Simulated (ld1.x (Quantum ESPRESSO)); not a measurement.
Si (Z = 14): one change to a TM potential, before and after

- Element: Si (Z = 14)
- Generator: ld1.x (Quantum ESPRESSO) 7.5
- Type: norm-conserving Troullier–Martins (Kleinman–Bylander form)
- Functional: PBE
- Relativity: scalar-relativistic
- Frozen core: [Ne]
- Valence charge: 4
- Reference configuration: 3s2 3p1 (charge +1)
- Partial waves: 3p (bound): rc 1.60 bohr; 3s (bound): rc 1.40 bohr
- Local potential: the s channel
- Core correction: none

All-electron outer shells of the reference configuration (PBE, scalar-relativistic, ld1.x):

```
shell  level (eV)  outermost node (bohr)  outermost maximum (bohr)
   3s      -19.03                   0.72                      1.75
   3p      -11.66                   0.71                      2.04
```

Change: all radii scaled by about 0.87 (s 1.22, p 1.40 bohr).

Cutoffs: the cutoffs (Ry, on a coarse ladder) from which the occupation-weighted sum of valence levels, in a spherical-Bessel basis at the reference potential, stays within 10 and 1 mRy of its value at 400 Ry; they do not see the model core or the augmentation charge, which bear on the density cutoff. Errors are all-electron minus pseudo energies relative to the spin-unpolarised reference configuration.

**Question.** How do hardness, ghosts and transferability respond?

**Answer.** The potential gets harder (35 Ry and 70 Ry → 50 Ry and 140 Ry); of the 7 tests that both files solve, the error grows in 6 and shrinks in 0 by more than 15 % and 0.3 meV (median size 2.1 → 8.3 meV); neither file shows a bound ghost. A smaller radius makes the pseudo-wave follow the all-electron one further in, where it bends more sharply, so more plane waves are needed. That the errors move this way runs against the usual rule that smaller radii transfer better.

| quantity | base | changed |
| --- | --- | --- |
| cutoff, loose | 35 Ry | 50 Ry |
| cutoff, tight | 70 Ry | 140 Ry |
| loose cutoff by channel (10 mRy a level) | p 6 Ry, s 25 Ry | p 40 Ry, s 45 Ry |
| bound ghosts | none | none |
| error for 3s2 3p2, meV [ΔE -7.74 eV] | +1.5 | +3.8 |
| error for 3s2 3p0, meV [ΔE 15.99 eV] | +1.6 | +8.3 |
| error for 3s1 3p0, meV [ΔE 49.96 eV] | +67 | +70 |
| error for 3s0 3p4, meV [ΔE 6.04 eV] | +20 | +76 |
| error for 3s2 3p2.3, meV [ΔE -8.67 eV] | +2.1 | +5.2 |
| error for 3s1 3p3, meV [ΔE -0.93 eV] | +5.2 | +20 |
| error for 3s2 3p1.5, meV [ΔE -4.82 eV] | +0.5 | +1.3 |
